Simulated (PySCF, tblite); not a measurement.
C4H12NPSi2.
Geometry (GFN2-xTB, Å), atoms numbered from 1 in this order:
```
atom  x, y, z in Å
C1     1.8223   -1.5925    0.2716
C2     1.7957   -0.2677    0.1459
N3     1.0254    0.4938   -0.7036
C4     0.6470    1.8126   -0.2389
Si5   -0.9615    1.6684    0.8305
Si6   -1.6468   -0.2034   -0.3868
P7    -1.8550   -2.2393    0.5370
C8    -0.0296   -0.1367   -1.4624
H9     1.1636   -2.2582   -0.2588
H10    2.5428   -2.0568    0.9194
H11    2.4879    0.3326    0.7246
H12    0.4664    2.4418   -1.1158
H13    1.4826    2.2520    0.3049
H14   -1.7283    2.9138    0.7549
H15   -0.5837    1.4570    2.2342
H16   -2.8114   -0.0718   -1.2827
H17   -2.9512   -1.8896    1.3058
H18   -0.9732   -2.0160    1.5772
H19   -0.2092    0.4793   -2.3482
H20    0.3111   -1.1087   -1.8117
```

Jobs on this species (20 atoms, 86 electrons) with PySCF (density fitting) and tblite. Hardware of each: Arm Neoverse N1, one thread, on a shared host. Times come from a shared host and carry two figures at best.

| level and settings | work | basis functions | SCF cycles | wall time |
| --- | --- | --- | --- | --- |
| PBE0/pcSseg-1 | shieldings, ring-centre shieldings, charges and field gradients, density and orbital grids written | 217 | ? | ? |
| GFN2-xTB | Hessian by finite differences | – | – | 1.9 s |
| GFN2-xTB | L-BFGS relaxation | – | – | 2.0 s |

Question: Fill in the missing figures.

Answer: 
- PBE0/pcSseg-1; shieldings, ring-centre shieldings, charges and field gradients, density and orbital grids written: 1.7 min, 14 SCF cycles

Question: What do all jobs in the table cost together?

Answer: About 1.8 min; the longest takes about 96 % of that, and about 54 times as long as the shortest.
